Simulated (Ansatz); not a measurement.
Reaction (formal exchange of groups at a Ge–C bond): `N[CH2][GeH2][NH2]` + `OCSC[SiH3]` → `[NH2][GeH2][CH2][SiH3]` + `NCSCO`

Computed with Ansatz on PBE0-D4/def2-TZVP structures; ΔE is electronic, products minus reactants. CBS: MP2 limit from def2 TZ/QZ plus the TZ coupled-cluster correction, frozen cores. DFT in def2-TZVPP. B3LYP here is the variant with VWN-RPA as its local correlation; programs differ in this. For Ge outer-core shells are correlated without core-valence functions, which leaves a few kJ/mol of doubt a bond. Scalar relativity is left out up to krypton. One conformer a species, not always the lowest.

```
             level  ΔE (kJ/mol)  difference from CCSD(T)/CBS
           PBE0-D4        -35.6                         -1.9
          B3LYP-D4        -34.1                         -0.4
           ωB97M-V        -34.0                         -0.3
               PBE        -34.2                         -0.5
            r2SCAN        -37.9                         -4.2
SCS-MP2/def2-TZVPP        -34.8                         -1.1
   CCSD/def2-TZVPP        -34.7                         -1.0
    MP2/def2-QZVPP        -34.7                         -1.0
SCS-MP2/def2-QZVPP        -33.9                         -0.2
     MP2/CBS(def2)        -34.4                         -0.7
       CCSD(T)/CBS        -33.7                            0
```

Largest T1 diagnostic among the species: 0.011.
